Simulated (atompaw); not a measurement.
What one change does to a pseudopotential (scandium (Sc), PAW (atompaw))

| Property | Result |
| --- | --- |
| Element | Sc |
| Generator | atompaw 4.2.0.5 |
| Type | PAW |
| Functional | LDA (PW92) |
| Relativity | scalar-relativistic |
| Frozen core | [Ne] |
| Valence charge | 11 |
| Reference configuration | 3s2 3p6 3d1 4s0.5 4p0 (charge +1.5) |
| Partial waves | 3s (bound): rc 1.80 bohr; 4s (bound): rc 2.00 bohr; 3p (bound): rc 1.30 bohr; 4p (bound, empty): rc 2.00 bohr; 3d (bound): rc 1.60 bohr; 3d channel at 1 Ry: rc 2.00 bohr |
| Local potential | bessel scheme, radius 1.95 bohr |
| Core correction | smooth core density matched at 1.40 bohr |
| Augmentation charge | sinc compensation charge, radius 1.85 bohr; PAW radius 2.00 bohr; waves and projectors: custom rrkj gramschmidtortho |

Change: all radii scaled by about 0.90 (s 1.62, p 1.16, d 1.44 bohr); local potential bessel scheme, radius 1.74 bohr; augmentation sinc compensation charge, radius 1.66 bohr; PAW radius 1.80 bohr; waves and projectors: custom rrkj gramschmidtortho; core correction smooth core density matched at 1.26 bohr.

Cutoffs: the cutoffs (Ry, on a coarse ladder) from which the occupation-weighted sum of valence levels, in a spherical-Bessel basis at the reference potential, stays within 10 and 1 mRy of its value at 400 Ry; they do not see the model core or the augmentation charge, which bear on the density cutoff.

**Question.** What does the change do?

**Answer.** The potential gets harder (45 Ry and 80 Ry → 55 Ry and 100 Ry); neither file shows a bound ghost. A smaller radius makes the pseudo-wave follow the all-electron one further in, where it bends more sharply, so more plane waves are needed.

```tsv
quantity	base	changed
cutoff, loose	45 Ry	55 Ry
cutoff, tight	80 Ry	100 Ry
loose cutoff by channel (10 mRy a level)	s 21 Ry, p 35 Ry, d 35 Ry	s 21 Ry, p 45 Ry, d 40 Ry
bound ghosts	none	none
lowest overlap eigenvalue by channel	s 0.13, p 0.05, d 0.32	s 0.14, p 0.14, d 0.92
```

 The cutoffs see the waves, projectors and local potential, not the compensation charge or the core.
